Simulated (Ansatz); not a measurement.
Isolated molecules relaxed with PBE0-D4/def2-TZVP in Ansatz; ΔE leaves out vibrations. CCSD(T)/CBS is the MP2 limit (def2-TZVPP, def2-QZVPP) plus CCSD(T) − MP2 in def2-TZVPP, frozen cores. This one scheme is used for every species. DFT in def2-TZVPP. For Br outer-core shells are correlated without core-valence functions, which leaves a few kJ/mol of doubt a bond. Scalar relativity is left out up to krypton. Each species was taken in one conformer, which may not be the lowest.

`O[SiH](Br)[O][AlH2]` + `C=N` → `C=N[SiH](O)Br` + `[OH][AlH2]`  (ligand exchange at the Si–O bond)

`O[SiH](Br)[O][AlH2]`:

Cartesian coordinates in Å:
```
O 0.622 -1.518 -1.483
Si -0.386 -1.114 -0.269
Br -2.376 -0.576 -1.125
O 0.122 0.139 0.594
Al 0.521 1.682 1.164
H 0.622 -0.982 -2.277
H -0.535 -2.312 0.570
H 0.468 1.910 2.722
H 0.941 2.772 0.104
```

`C=N`:

Z-matrix (Å, degrees):
```
C
N 1 1.261
H 1 1.096 2 124.9
H 1 1.092 2 118.8 3 -180.0
H 2 1.021 1 111.0 3 -0.0
```

`C=N[SiH](O)Br`:

```xyz
9

C     1.310   -0.463    1.125
N     0.343    0.262    0.775
Si   -0.643   -0.015   -0.618
O    -0.759    1.352   -1.489
Br   -2.616   -0.651    0.169
H     1.895   -0.211    2.016
H     1.632   -1.370    0.589
H    -0.146   -1.059   -1.538
H    -1.016    2.154   -1.029
```

`[OH][AlH2]`:

Cartesian coordinates in Å:
```
O 1.131 0.301 0.331
Al -0.441 -0.257 0.029
H 1.557 0.981 -0.188
H -1.277 0.360 -1.167
H -0.970 -1.386 0.995
```

```json
{"level": "PBE-D4", "ΔE (kJ/mol)": "77.0", "difference from CCSD(T)/CBS": "-12.0"}
{"level": "r2SCAN-D4", "ΔE (kJ/mol)": "85.6", "difference from CCSD(T)/CBS": "-3.4"}
{"level": "PBE0-D4", "ΔE (kJ/mol)": "83.2", "difference from CCSD(T)/CBS": "-5.8"}
{"level": "ωB97X-V", "ΔE (kJ/mol)": "87.9", "difference from CCSD(T)/CBS": "-1.1"}
{"level": "PBE", "ΔE (kJ/mol)": "77.1", "difference from CCSD(T)/CBS": "-11.9"}
{"level": "r2SCAN", "ΔE (kJ/mol)": "85.7", "difference from CCSD(T)/CBS": "-3.3"}
{"level": "PBE0", "ΔE (kJ/mol)": "83.2", "difference from CCSD(T)/CBS": "-5.8"}
{"level": "MP2/def2-TZVPP", "ΔE (kJ/mol)": "86.2", "difference from CCSD(T)/CBS": "-2.8"}
{"level": "SCS-MP2/def2-TZVPP", "ΔE (kJ/mol)": "89.9", "difference from CCSD(T)/CBS": "0.9"}
{"level": "CCSD(T)/def2-TZVPP", "ΔE (kJ/mol)": "90.3", "difference from CCSD(T)/CBS": "1.3"}
{"level": "HF/def2-QZVPP", "ΔE (kJ/mol)": "103.7", "difference from CCSD(T)/CBS": "14.7"}
{"level": "MP2/def2-QZVPP", "ΔE (kJ/mol)": "85.9", "difference from CCSD(T)/CBS": "-3.1"}
{"level": "SCS-MP2/def2-QZVPP", "ΔE (kJ/mol)": "89.5", "difference from CCSD(T)/CBS": "0.5"}
{"level": "HF/CBS(def2)", "ΔE (kJ/mol)": "103.9", "difference from CCSD(T)/CBS": "14.9"}
{"level": "MP2/CBS(def2)", "ΔE (kJ/mol)": "84.9", "difference from CCSD(T)/CBS": "-4.1"}
{"level": "CCSD/CBS(def2)", "ΔE (kJ/mol)": "91.7", "difference from CCSD(T)/CBS": "2.7"}
{"level": "CCSD(T)/CBS", "ΔE (kJ/mol)": "89.0", "difference from CCSD(T)/CBS": "0"}
```

Largest T1 diagnostic among the species: 0.012.

From PBE to PBE0 (25 % exact exchange), in def2-TZVPP and without D4, ΔE moves by +6.1 kJ/mol. In def2-TZVPP, CCSD(T) changes the Hartree–Fock value by −12.2 kJ/mol (the triples alone add −2.7 kJ/mol) and MP2 by −16.3 kJ/mol.
